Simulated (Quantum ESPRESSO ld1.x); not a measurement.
Excited configurations of Zn: one electron is placed in a higher orbital outside [Ar] 3d10 4s1. The ground configuration is [Ar] 3d10 4s2. Calculated with ld1.x of Quantum ESPRESSO 7.5: scalar-relativistic Kohn-Sham, revPBE, spin-unpolarised, spherical densities, point nucleus. Excitation = E - E(ground); binding = E(ion) - E, where the ion is the core of charge +1; n* = 1/sqrt(2 binding) in atomic units, and the quantum defect is n - n*.

| outer orbital | excitation (eV) | binding (eV) | n* | quantum defect | eigenvalue (eV) | <r> (bohr) |
|---|---|---|---|---|---|---|
| 4d | 8.141 | 1.635 | 2.885 | 1.115 | -0.723 | 9.993 |
| 4f | 8.844 | 0.932 | 3.821 | 0.179 | -0.447 | 17.21 |
| 5s | 6.993 | 2.782 | 2.211 | 2.789 | -1.618 | 7.740 |
| 5p | 7.818 | 1.957 | 2.637 | 2.363 | -1.099 | 10.20 |
| 5d | 8.716 | 1.060 | 3.583 | 1.417 | -0.584 | 18.45 |
| 6p | 8.650 | 1.126 | 3.476 | 2.524 | -0.690 | 18.95 |
| 7d | 9.261 | 0.514 | 5.144 | 1.856 | -0.339 | 42.90 |

The Delta-SCF ionisation energy is 9.776 eV (NIST Atomic Spectra Database: 9.394 eV, measured). Self-interaction in the functional shifts the binding energies and quantum defects, so they are the method's values and not measured ones. Spin polarisation and multiplet splitting are left out, so open shells lie too high by an amount that depends on their filling.

Beside tabulated values, note that spin-unpolarised runs miss the spin-polarisation part of the exchange energy of open shells.
